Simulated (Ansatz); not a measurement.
Al(Me)(NH2)2 (CH7AlN2), SMILES [CH3][Al]([NH2])[NH2].

The structure is a stationary point at B3LYP-D3(BJ)/def2-SVP. The structure was generated by enumeration; whether it is a known compound was not checked. One conformer was computed; it need not be the lowest.

Two levels are set side by side: PBE/def2-SVPD (Ansatz, an electronic-structure program) and PBE0/def2-SVPD (Ansatz). Energy differences of separate SCF runs at the same geometry; the states with an electron removed or added have multiplicity 2 and 2. Differences are taken from unrounded values.

```
quantity                           PBE0
---------------------------------  ----
vertical ionisation energy (eV)    8.88
vertical singlet–triplet gap (eV)  5.27
```

Q: What does PBE give, and how far is it from PBE0? (An estimate is asked for; the answer gives what the named calculation found.)

A: 
```
quantity                            PBE  PBE minus PBE0
---------------------------------  ----  --------------
vertical ionisation energy (eV)    8.60           -0.29
vertical singlet–triplet gap (eV)  4.80           -0.46
```
